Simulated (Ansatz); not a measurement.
Q: Name a neutral molecule of Al, C, F, N and H with HOMO–LUMO gap (ωB97M-V/def2-TZVPP) between 11.30 and 11.60 eV and HOMO–LUMO gap (B3LYP/def2-TZVPP) between 6.70 and 7.00 eV (Ansatz, PBE0-D4/def2-TZVP geometry).

A: `C[CH2][Al]([NH2])[F]` (11.40 eV, 6.97 eV). Other molecules can fit too; these were computed, each in one conformer that needn't be the lowest.

B3LYP here is the variant with VWN-RPA as its local correlation; programs differ in this.
